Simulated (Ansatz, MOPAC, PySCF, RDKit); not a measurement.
C2H6 (SMILES CC) and C2H6O (SMILES COC) are pulled apart as rigid monomers along the line of their centres of mass, from the B3LYP-D3(BJ)/def2-TZVP minimum. Starting geometry (charge 0, multiplicity 1):
```json
[
 {"atom": "C", "x (Å)": "-0.3239", "y (Å)": "0.7615", "z (Å)": "0.0300"},
 {"atom": "C", "x (Å)": "0.1725", "y (Å)": "-0.6803", "z (Å)": "-0.0351"},
 {"atom": "H", "x (Å)": "-1.3851", "y (Å)": "0.8256", "z (Å)": "-0.2208"},
 {"atom": "H", "x (Å)": "0.2178", "y (Å)": "1.3972", "z (Å)": "-0.6736"},
 {"atom": "H", "x (Å)": "-0.1888", "y (Å)": "1.1746", "z (Å)": "1.0301"},
 {"atom": "H", "x (Å)": "-0.3752", "y (Å)": "-1.3199", "z (Å)": "0.6602"},
 {"atom": "H", "x (Å)": "1.2313", "y (Å)": "-0.7461", "z (Å)": "0.2239"},
 {"atom": "H", "x (Å)": "0.0506", "y (Å)": "-1.1033", "z (Å)": "-1.0346"},
 {"atom": "C", "x (Å)": "1.1772", "y (Å)": "-0.3383", "z (Å)": "3.6993"},
 {"atom": "O", "x (Å)": "0.1022", "y (Å)": "0.5568", "z (Å)": "3.5189"},
 {"atom": "C", "x (Å)": "-1.1521", "y (Å)": "-0.0592", "z (Å)": "3.7064"},
 {"atom": "H", "x (Å)": "1.1248", "y (Å)": "-1.1746", "z (Å)": "2.9907"},
 {"atom": "H", "x (Å)": "1.1918", "y (Å)": "-0.7452", "z (Å)": "4.7190"},
 {"atom": "H", "x (Å)": "2.0969", "y (Å)": "0.2181", "z (Å)": "3.5250"},
 {"atom": "H", "x (Å)": "-1.3048", "y (Å)": "-0.8819", "z (Å)": "2.9959"},
 {"atom": "H", "x (Å)": "-1.9160", "y (Å)": "0.6988", "z (Å)": "3.5408"},
 {"atom": "H", "x (Å)": "-1.2548", "y (Å)": "-0.4562", "z (Å)": "4.7249"}
]
```

Interaction energies with rigid monomers; basis-set methods are counterpoise corrected unless marked otherwise.

Frozen-core correlation. The state that PM3 reach isn't checked.

Programs: Ansatz (a quantum-chemistry and plane-wave program); MOPAC for PM3 (differences of heats of formation); PySCF for the dispersion terms; RDKit for the force fields. 

```json
[
 {"H5···O10 (Å)": "2.33", "MMFF94 (kcal/mol)": "0.93", "UFF (kcal/mol)": "-0.04", "PM3 (kcal/mol)": "0.41", "B3LYP-D3(BJ)/def2-TZVPPD (kcal/mol)": "-1.21", "MP2/aug-cc-pVDZ (kcal/mol)": "-0.68"},
 {"H5···O10 (Å)": "2.58", "MMFF94 (kcal/mol)": "-0.63", "UFF (kcal/mol)": "-1.67", "PM3 (kcal/mol)": "-0.42", "B3LYP-D3(BJ)/def2-TZVPPD (kcal/mol)": "-1.70", "MP2/aug-cc-pVDZ (kcal/mol)": "[?]"},
 {"H5···O10 (Å)": "2.96", "MMFF94 (kcal/mol)": "-0.89", "UFF (kcal/mol)": "-1.55", "PM3 (kcal/mol)": "-0.34", "B3LYP-D3(BJ)/def2-TZVPPD (kcal/mol)": "-1.36", "MP2/aug-cc-pVDZ (kcal/mol)": "-1.20"},
 {"H5···O10 (Å)": "3.59", "MMFF94 (kcal/mol)": "-0.48", "UFF (kcal/mol)": "-0.81", "PM3 (kcal/mol)": "-0.10", "B3LYP-D3(BJ)/def2-TZVPPD (kcal/mol)": "-0.62", "MP2/aug-cc-pVDZ (kcal/mol)": "-0.63"},
 {"H5···O10 (Å)": "4.61", "MMFF94 (kcal/mol)": "-0.14", "UFF (kcal/mol)": "-0.27", "PM3 (kcal/mol)": "[?]", "B3LYP-D3(BJ)/def2-TZVPPD (kcal/mol)": "-0.19", "MP2/aug-cc-pVDZ (kcal/mol)": "-0.20"}
]
```

### Question
What belongs in the gaps?

### Answer

- 4.61, PM3 (kcal/mol): -0.01
- 2.58, MP2/aug-cc-pVDZ (kcal/mol): -1.34
